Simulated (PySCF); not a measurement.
**Pb⁺: ionisation energy**

Pb⁺ [Xe] 4f14 5d10 6s2 6p1 [6p1/2^1, M_J = 1/2] → Pb²⁺ [Xe] 4f14 5d10 6s2, as a difference of total energies. Calculation: PySCF 2.14, in x2c-TZVPPall-2c; the two-component X2C-1e Hamiltonian. Correlated levels: [Kr] 4d10 4f14 frozen; the 24 highest virtual spinors dropped. "Screened" scales the spin-orbit matrix elements by Boettger's factors to mimic the two-electron term; Breit and QED terms are absent.

```csv
method,ionisation energy (eV),error (eV)
GHF (spin-free),13.203,-1.829
GMP2 (spin-free),13.520,-1.512
GHF (screened spin-orbit),14.504,-0.528
GMP2 (screened spin-orbit),14.784,-0.248
```

Reference: 15.032 eV (measured; NIST Atomic Spectra Database, ionization energies).

The spin-free rows lack the spin-orbit shift.

Errors of the correlated levels include the incompleteness of this basis and the frozen core.
